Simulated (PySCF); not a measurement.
```xyz
4

F      1.5270    -0.3290    -0.4571
Al    -0.0551     0.0121    -0.1460
H     -0.9067    -1.1206     0.5210
H     -0.5653     1.4375    -0.5468
```

Charge 0, multiplicity 1.

Give the Mulliken and meta-Löwdin atomic charges from TPSSh-D3(BJ)/def2-TZVP // CAM-B3LYP-D3(BJ)/def2-TZVP (PySCF).


```tsv
atom	Mulliken (e)	meta-Löwdin (e)
F1	-0.34	-0.54
Al2	0.53	0.87
H3	-0.09	-0.17
H4	-0.09	-0.17
```
